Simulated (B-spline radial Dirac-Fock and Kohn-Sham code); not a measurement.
# Binding energies of Rh¹¹⁺

System: the Rh¹¹⁺ ion, configuration [Ar] 3d10 4s2 4p4; nuclear rms radius 4.4945 fm (A = 103).

Level of theory: Dirac-Fock ΔSCF + Breit + QED; a radial B-spline solver. The model has no electron correlation. Energies are counted from the vacuum level. Subshells whose hole state is unreliable or did not converge are left out.

All terms are in eV, carry their sign (relaxation lowers the binding energy) and add up to the binding energy; ⟨r⟩ is the mean radius of the orbital in the initial state.

| subshell | −ε (Koopmans) | relaxation | Breit | QED | binding energy | ⟨r⟩ (bohr) |
| --- | --- | --- | --- | --- | --- | --- |
| K (1s) | 23587.6 | -51.61 | -45.40 | -22.75 | 23467.8 | 0.033 |
| L1 (2s) | 3695.3 | -23.00 | -4.01 | -2.71 | 3665.6 | 0.141 |
| L2 (2p1/2) | 3427.7 | -25.98 | -6.79 | 0.25 | 3395.2 | 0.120 |
| M1 (3s) | 875.6 | -5.37 | -0.56 | -0.52 | 869.1 | 0.386 |
| M2 (3p1/2) | 769.3 | -5.64 | -1.00 | 0.05 | 762.7 | 0.380 |
| M4 (3d3/2) | 557.2 | -6.48 | -0.28 | 0.06 | 550.5 | 0.364 |
| M5 (3d5/2) | 552.1 | -6.36 | -0.11 | 0.04 | 545.7 | 0.367 |
| N1 (4s) | 294.4 | -0.53 | -0.12 | -0.11 | 293.7 | 0.904 |
| N2,3 (4p) | 254.7 | -0.50 | -0.14 | 0.01 | 254.1 | 0.960 |

For the deepest level, K (1s), the Breit terms make up -0.193 % of the binding energy, QED -0.097 % and orbital relaxation -0.220 %.

Going to the tabulated ground configuration of the next ion removes an electron from N2,3 (4p), computed at 254.1 eV. NIST lists 252.1 ± 2.5 eV as the ionisation energy of this species (theoretical), -1.99 eV from the computed value, within the stated uncertainty.
